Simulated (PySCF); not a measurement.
**Bi(CH3)I2: one run**

Bi(CH3)I2 (singlet). PySCF 2.14.0, RKS PBE0, Bi def2-SVP with ECP60, C def2-SVP, H def2-SVP, I def2-SVP with ECP28; non-relativistic Hamiltonian with scalar-relativistic core potentials where named; density fitting; no spin-orbit coupling. Purpose: singlet excitations, Tamm-Dancoff PBE0.

```python
mol = gto.M(atom='''
Bi     0.64898     0.00000     0.88270
C      2.65885     0.00000    -0.23192
H      2.44923     0.00000    -1.31688
H      3.21724     0.91211     0.05426
H      3.21724    -0.91211     0.05426
I     -0.37489     2.24046    -0.56593
I     -0.37489    -2.24046    -0.56593''',
    basis={'Bi': 'def2-SVP', 'C': 'def2-SVP', 'H': 'def2-SVP', 'I': 'def2-SVP'},
    ecp={'Bi': 'def2-SVP', 'I': 'def2-SVP'},
    charge=0, spin=0)
mf = dft.RKS(mol, xc='PBE0')
mf.grids.atom_grid = (50, 194)
mf = mf.density_fit()  # fitting sets: Bi def2-universal-JKFIT, C def2-universal-JKFIT, H def2-universal-JKFIT, I def2-universal-JKFIT
mf.conv_tol = 1e-08; mf.max_cycle = 55
mf.kernel(dm0)  # dm0: converged density of the relaxed state
td = mf.TDA(); td.nstates = 8; td.kernel()
```

Run from Python with OMP_NUM_THREADS=2; the lines above give its settings. Where DIIS fails, smearing, a level shift and second-order steps follow.
It took 25 s on 2 threads of Arm Neoverse V2, with other jobs on the host, from an already converged density.

(1) Where do the frontier levels lie, over both spins?

(2) What are the Mulliken charges and spins?

(3) Which singlet excitations follow (Tamm-Dancoff, 8 states)?

The geometry was relaxed with PBE (Bi def2-SVP with ECP60, C def2-SVP, H def2-SVP, I def2-SVP with ECP28).

## Answers

(1) HOMO -7.14 eV, LUMO -2.70 eV. 

(2) 
```
atom  charge (e)  spin (e)
 Bi1       0.554     0.000
  C2      -0.388     0.000
  H3       0.118     0.000
  H4       0.099     0.000
  H5       0.099     0.000
  I6      -0.241     0.000
  I7      -0.241     0.000
```

(3) 
```json
{"state": "1", "eV": "3.33", "oscillator strength": "0.0080"}
{"state": "2", "eV": "3.61", "oscillator strength": "0.0051"}
{"state": "3", "eV": "3.63", "oscillator strength": "0.0132"}
{"state": "4", "eV": "3.74", "oscillator strength": "0.0044"}
{"state": "5", "eV": "3.98", "oscillator strength": "0.0145"}
{"state": "6", "eV": "4.11", "oscillator strength": "0.0000"}
{"state": "7", "eV": "4.26", "oscillator strength": "0.0021"}
{"state": "8", "eV": "4.66", "oscillator strength": "0.0595"}
```
Functionals without range separation put charge-transfer states too low; the basis has no diffuse functions.
